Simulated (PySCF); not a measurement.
Compound: CH7AsGe.
Atom-mapped SMILES: `[CH3:1][AsH:2][GeH3:3]` (hydrogens: H4, H5, H6 on C1; H7 on As2; H8, H9, H10 on Ge3)

Cartesian coordinates in Å at the PBE0-D3(BJ)/def2-SVP level; atoms count from 1:
```
atom  x, y, z in Å
C1    -1.5619    0.4184   -0.1634
As2   -0.2414   -1.0120   -0.5210
Ge3    1.6545    0.1097    0.4837
H4    -1.5005    0.8162    0.8582
H5    -2.5692    0.0126   -0.3344
H6    -1.3935    1.2343   -0.8806
H7    -0.5203   -1.8019    0.7565
H8     2.8140   -0.8845    0.6795
H9     2.1217    1.2285   -0.4683
H10    1.2914    0.7436    1.8427
```

Computed at PBE0/pcSseg-1 (PySCF, non-relativistic), with Q(75As) = 0.314 b, Q(73Ge) = −0.196 b: As2, 75As (I = 3/2): χzz = -167.8 MHz, η = 0.224; Ge3, 73Ge (I = 9/2): χzz = -20.53 MHz, η = 0.055.

(1) Where would the pure quadrupole (NQR) lines of 75As at As2 fall for the rigid, isolated species?

(2) Find the zero-field quadrupole resonance frequencies of 73Ge at Ge3.

Results:

(1) From ν = (|χ|/2)√(1 + η²/3): ν = 84.58 MHz (arsenic bonded to C, Ge and H).

(2) From the eigenvalues of H = χ/[4I(2I − 1)] × [3Iz² − I(I + 1) + η(Ix² − Iy²)], steps between neighbouring levels, labelled as for η = 0: ±1/2↔±3/2 0.878 MHz, ±3/2↔±5/2 1.704 MHz, ±5/2↔±7/2 2.565 MHz, ±7/2↔±9/2 3.421 MHz (germanium bonded to As and 3 H).

In a crystal, neighbours and librations shift these lines. The calculation is non-relativistic, for germanium and arsenic too. A larger basis could move these couplings by a tenth or more.
